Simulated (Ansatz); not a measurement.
A nudged elastic band was laid between two geometries of Cl2GeH2 (5 atoms, charge 0, multiplicity 1).

Computed with Ansatz, RKS B3LYP/def2-SVP.

| Item | Value |
| --- | --- |
| movable images | 5 |
| climbing image | yes |
| spring | 5.0 eV/Å² |
| optimiser | quadratic models (default) |
| start path | through a guess of the saddle point |
| force threshold | 0.05 eV/Å |
| iteration limit | 60 |
| end points | relaxed |

Initial state:

```xyz
5
Properties=species:S:1:pos:R:3
Ge 0.271 0.000 0.192
H 0.193 0.000 1.724
H 1.689 0.000 -0.393
Cl -0.754 1.768 -0.533
Cl -0.754 -1.768 -0.533
```

Final state:

```xyz
5
Properties=species:S:1:pos:R:3
Ge -0.826 0.000 -0.589
H 2.492 0.000 2.230
H 2.930 0.000 1.608
Cl -1.975 1.709 -1.396
Cl -1.975 -1.709 -1.396
```

Q: What changes between the two ends?

A: Bonds broken: Ge1–H2, Ge1–H3. Bonds formed: H2–H3. Cl2GeH2 becomes Cl2Ge + H2.

Q: Give the energies along the band, and the barrier.

A: It converged. The highest image is number 2 of 0 to 6, 65.8 kcal/mol above the first end and 54.9 kcal/mol above the last; the last end lies 11.0 kcal/mol above the first. A structure lower than the last end lies on the path between it and the top, so the climb from that side starts below the end, which may itself be a saddle point or a shallow side well. Neighbouring images differ by up to 2.4 eV, so the band resolves the path poorly. A vibrational analysis at the climbing image gives one clearly imaginary mode, 1447i cm⁻¹: a first-order saddle point. The orbitals stay closed-shell, which can raise the energy where a bond breaks towards radicals; this wasn't checked here.

| image | path coordinate (Å) | energy (kcal/mol) | Ge1–H2 (Å) | Ge1–H3 (Å) | H2–H3 (Å) |
| --- | --- | --- | --- | --- | --- |
| 0 | 0.00 | 0.0 | 1.53 | 1.53 | 2.59 |
| 1 | 0.63 | 21.1 | 1.52 | 1.51 | 1.98 |
| 2 | 1.26 | 65.8 | 1.78 | 1.54 | 1.36 |
| 3 | 2.59 | 11.0 | 2.98 | 2.91 | 0.76 |
| 4 | 3.92 | 10.8 | 4.12 | 4.26 | 0.76 |
| 5 | 5.25 | 11.0 | 4.48 | 3.89 | 0.76 |
| 6 | 6.58 | 11.0 | 4.35 | 4.35 | 0.76 |

Q: What is the geometry of the highest image?

A: 
```xyz
5
Properties=species:S:1:pos:R:3
Ge 0.309 0.003 -0.447
H 0.592 -0.002 1.310
H 1.602 0.008 0.397
Cl -0.940 1.785 -0.396
Cl -0.918 -1.794 -0.408
```

Time of the run: 2.2 min on 2 threads of Intel(R) Xeon(R) Platinum 8488C (Sapphire Rapids) (shared host), peak memory 0.2 GiB.
